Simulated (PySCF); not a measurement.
C8H12N2.
Cartesian coordinates in Å at the PBE0-D3(BJ)/def2-SVP level; atoms count from 1:
```xyz
22
C8H12N2 angstrom
N     -1.9694   -3.5164   -1.8908
C     -2.1677   -2.5173   -1.3416
C     -2.3828   -1.2445   -0.6568
C     -1.1303   -0.4107   -0.6142
C     -0.5909    0.3757   -1.8081
C     -0.2101    1.5362   -0.8533
C     -0.7601    0.7342    0.3231
C     -0.0771   -0.6014    0.4338
C      1.3961   -0.8429    0.1894
N      2.2679   -0.4442    1.2771
H     -3.1943   -0.7065   -1.1753
H     -2.7394   -1.4542    0.3644
H     -1.3928    0.6628   -2.5033
H      0.2135   -0.1009   -2.3895
H     -0.7890    2.4478   -1.0538
H      0.8555    1.8117   -0.8008
H     -1.3431    1.1482    1.1503
H     -0.4623   -1.1745    1.2874
H      1.7220   -0.3226   -0.7246
H      1.5528   -1.9147   -0.0159
H      2.1101    0.5371    1.5012
H      2.0331   -0.9618    2.1221
```

Computed with PBE0-D3(BJ)/def2-SVP geometry optimisation, gas phase (PySCF).

Masses are those of the commonest isotopes; rigid-rotor values at the optimised geometry. The values belong to one conformer with, in the numbering `[N:1]#[C:2][CH2:3][C@@:4]12[CH2:5][CH2:6][C@@H:7]1[C@@H:8]2[CH2:9][NH2:10]`, C2–C3–C4–C5 77°, C7–C8–C9–N10 78°, C8–C9–N10–H -56° and 60°.

Task: What are A, B and C (cm⁻¹)?

Result: Ia = 255.77, Ib = 544.55, Ic = 676.13 u·Å²; 505379 MHz·u·Å²/I gives 1976, 928.1 and 747.5 MHz, that is A = 0.06591, B = 0.03096, C = 0.02493 cm⁻¹.

Task: Classify the top.

Result: An asymmetric top. Ray's parameter κ = (2B − A − C)/(A − C) = -0.706; −1 is the prolate and +1 the oblate limit.

Task: Is it planar, by Δ = Ic − Ia − Ib?

Result: Not planar: Δ = Ic − Ia − Ib = -124.19 u·Å². For a rigid frame Δ = −2 Σ m c², so Σ m c² = 62.10 u·Å² lies off the ab plane: 19.51 from hydrogen and 42.59 from heavier atoms. The atom farthest from that plane is 1.99 Å away.

Task: Give the other two planar moments, Paa and Pbb, and the rms extents of the mass along the axes.

Result: Paa = Σ m a² = (Ib + Ic − Ia)/2 = 482.45 and Pbb = Σ m b² = (Ia + Ic − Ib)/2 = 193.67 u·Å². With the mass M = 136.10 u, the rms extents √(P/M) along a, b and c are 1.88, 1.19, 0.68 Å.

Task: Where do the levels up to J = 3 lie, in cm⁻¹?

Result: Above 0(0,0):
J = 1: 1(0,1) 0.0559, 1(1,1) 0.0908, 1(1,0) 0.0969
J = 2: 2(0,2) 0.1670, 2(1,2) 0.1966, 2(1,1) 0.2147, 2(2,1) 0.3195, 2(2,0) 0.3202
J = 3: 3(0,3) 0.3318, 3(1,3) 0.3548, 3(1,2) 0.3909, 3(2,2) 0.4872, 3(2,1) 0.4907, 3(3,1) 0.6774, 3(3,0) 0.6775
The levels of one J sum to (2J + 1)J(J + 1)(A + B + C)/3.

Task: Predict some low-J microwave lines.

Result: The dipole components are |μa| = 1.99 D, |μb| = 3.07 D, |μc| = 2.82 D. The squared components, which scale the intensities, stand as 0.42 : 1.00 : 0.84 (a : b : c). Some lines, for components of 0.1 D or more:

```
type  branch         J(Ka,Kc)    MHz  lower level (cm⁻¹)
   a       Q  2(1,1) ← 2(1,2)    542               0.197
   a       Q  5(2,3) ← 5(2,4)    662               0.988
   b       Q  1(1,0) ← 1(0,1)   1228               0.056
   b       Q  2(1,1) ← 2(0,2)   1430               0.167
   b       Q  4(1,3) ← 4(0,4)   2282               0.549
   c       Q  2(2,1) ← 2(1,1)   3144               0.215
   b       Q  3(2,2) ← 3(1,3)   3969               0.355
   b       R  3(0,3) ← 2(1,2)   4054               0.197
   b       Q  4(2,3) ← 4(1,4)   4352               0.565
   b       Q  5(2,4) ← 5(1,5)   4834               0.827
   b       Q  4(3,2) ← 4(2,3)   5759               0.710
   a       R  4(1,4) ← 3(1,3)   6303               0.355
   a       R  4(0,4) ← 3(0,3)   6504               0.332
   a       R  4(2,3) ← 3(2,2)   6685               0.487
   a       R  4(3,2) ← 3(3,1)   6741               0.677
   b       R  4(1,4) ← 3(0,3)   6991               0.332
   b       Q  4(4,0) ← 4(3,1)   7922               0.903
   b       Q  5(4,2) ← 5(3,3)   7922               1.184
   b       Q  5(5,0) ← 5(4,1)  10199               1.448
   b       R  3(3,1) ← 2(2,0)  10709               0.320
   b       R  4(3,1) ← 3(2,2)  12455               0.487
   b       R  5(2,3) ← 4(1,4)  13344               0.565
   b       R  5(3,2) ← 4(2,3)  14238               0.710
```

Task: Estimate the classical rotational partition function at 25 K, 50 K and 100 K.

Result: Point group C1, symmetry number σ = 1; q = (√π/σ)·√((kT/h)³/(ABC)), k/h = 20836.6 MHz/K: 18000 at 25 K, 50900 at 50 K, 144000 at 100 K.

Not checked by PBE0-D3(BJ)/def2-SVP frequencies. Zero-point vibration and centrifugal distortion are left out. A rigid rotor knows nothing of inversion at nitrogen, which can split or shift real lines. Quadrupole hyperfine structure (14N) is left out.

Time: 79 s wall. Hardware: one thread of an x86-64 server, on a shared host. These figures are those of the optimisation.
